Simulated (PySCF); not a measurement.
SMILES C[O][Ge]([O]C)([O]C)[OH+]C (charge +1) (GFN2-xTB optimised geometry):

```
22

C      2.239     1.149    -0.368
O      1.288     0.134     0.000
Ge    -0.402     0.134     0.000
O     -1.180    -1.209     0.689
C     -0.632    -2.447     1.182
O     -1.181     1.644     0.000
C     -2.555     1.994     0.237
O     -0.797    -0.443    -2.128
C     -0.987     0.432    -3.250
H      1.923     2.138    -0.042
H      3.162     0.870     0.140
H      2.392     1.142    -1.446
H     -1.463    -2.937     1.688
H      0.178    -2.271     1.888
H     -0.274    -3.068     0.363
H     -3.162     1.773    -0.639
H     -2.959     1.476     1.106
H     -2.545     3.068     0.421
H     -1.218    -1.295    -2.306
H     -2.046     0.524    -3.495
H     -0.593     1.407    -2.971
H     -0.433     0.046    -4.107
```

Level of theory: PBE0/def2-SVP in PySCF.

Q: What are the frontier orbital energies?

A: HOMO-2 -13.22 eV, HOMO-1 -12.86 eV, HOMO -12.76 eV, LUMO -5.26 eV, LUMO+1 -3.68 eV.

On the same geometry PBE/def2-SVP (PySCF) gives HOMO-2 -11.57 eV, HOMO-1 -11.19 eV, HOMO -11.09 eV, LUMO -6.33 eV, LUMO+1 -4.63 eV.

Meta-Löwdin charges at PBE0/def2-SVP: C1 -0.07, O2 -0.53, Ge3 1.46, O4 -0.54, C5 -0.07, O6 -0.54, C7 -0.07, O8 -0.44, C9 -0.09, H10 0.12, H11 0.14, H12 0.12, H13 0.14, H14 0.12, H15 0.12, H16 0.12, H17 0.12, H18 0.14, H19 0.36, H20 0.13, H21 0.13, H22 0.13.
